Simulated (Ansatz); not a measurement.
System: SiF2, charge 0, triplet. This triplet is an excited state, 3.2 eV above the singlet at CCSD(T)/cc-pV(5+d)Z (Ansatz, a first-principles code). SiF2 (SMILES F[Si]F, triplet).
B3LYP-D3(BJ)/def2-TZVP minimum from Ansatz:
```
Si
F 1 1.6058
F 1 1.6058 2 113.90
```
Charge 0, spin multiplicity 3.

Total energies in cc-pV(D+d)Z, 18 correlated electrons, 7 frozen orbitals. Open shells are spin-unrestricted; no spin-orbit coupling. Cores are frozen in correlated methods. No relativity. The spin of F2Si (F[Si]F, triplet) was assumed, and the state is the lowest solution found for it.

```json
[
 {"method": "HF", "program": "Ansatz", "energy (Eh)": "-487.81936", "minus CCSDT(Q) (mEh)": "445.90"},
 {"method": "MP2", "program": "Ansatz", "energy (Eh)": "-488.24897", "minus CCSDT(Q) (mEh)": "16.29"},
 {"method": "CCSD", "program": "Ansatz", "energy (Eh)": "-488.25598", "minus CCSDT(Q) (mEh)": "9.27"},
 {"method": "CCSD(T)", "program": "Ansatz", "energy (Eh)": "-488.26362", "minus CCSDT(Q) (mEh)": "1.64"},
 {"method": "CCSDT(Q)", "program": "Ansatz", "energy (Eh)": "-488.26526", "minus CCSDT(Q) (mEh)": "0.00"}
]
```

Rough core times of Ansatz's runs on a shared machine: CCSD(T) under 20 s, CCSDT(Q) 4 min.
